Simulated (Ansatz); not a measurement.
One change: `NC#[C][AlH][NH2]` becomes `NC#C[TeH]`.

Ansatz, PBE0-D4/def2-TZVP geometries, multiplicity 1. Each molecule was computed in one conformer, which needn't be the lowest.

Elements past krypton have def2 core potentials.  Spin–orbit coupling is left out; it splits and shifts lone-pair levels of the heavy atoms by tenths of an eV.

```tsv
property	`NC#[C][AlH][NH2]`
LUMO energy (ωB97M-V/def2-TZVPP) / eV	1.40
HOMO energy (PBE0/def2-TZVPP) / eV	-6.43
HOMO energy (B3LYP/def2-TZVPP) / eV	-6.20
size of the dipole moment (ωB97M-V/def2-TZVPP) / D	2.58
LUMO energy (PBE/def2-TZVPP) / eV	-0.97
ideal-gas entropy at 298 K and 1 bar (rigid rotor, harmonic PBE0-D4/def2-TZVP) / J/(mol·K)	352
```

Task: What does the change do to each property? (Best estimate.)

Result: Ansatz gave: 
| property | `NC#C[TeH]` | shift |
| --- | --- | --- |
| LUMO energy (ωB97M-V/def2-TZVPP) / eV | 1.41 | 0.01 |
| HOMO energy (PBE0/def2-TZVPP) / eV | -6.01 | 0.42 |
| HOMO energy (B3LYP/def2-TZVPP) / eV | -5.80 | 0.40 |
| size of the dipole moment (ωB97M-V/def2-TZVPP) / D | 2.20 | -0.38 |
| LUMO energy (PBE/def2-TZVPP) / eV | -1.22 | -0.25 |
| ideal-gas entropy at 298 K and 1 bar (rigid rotor, harmonic PBE0-D4/def2-TZVP) / J/(mol·K) | 324 | -28 |

With PBE0 the HOMO rises by 0.42 eV and the LUMO falls by 0.17 eV, so the gap narrows by about 0.59 eV. PBE moves the HOMO by 0.26 eV and ωB97M-V by 0.54 eV. The zero-point energy changes by -69.4 kJ/mol with -9 modes. Dipoles are sizes alone; their direction can turn.

B3LYP here is the variant with VWN-RPA as its local correlation; programs differ in this.
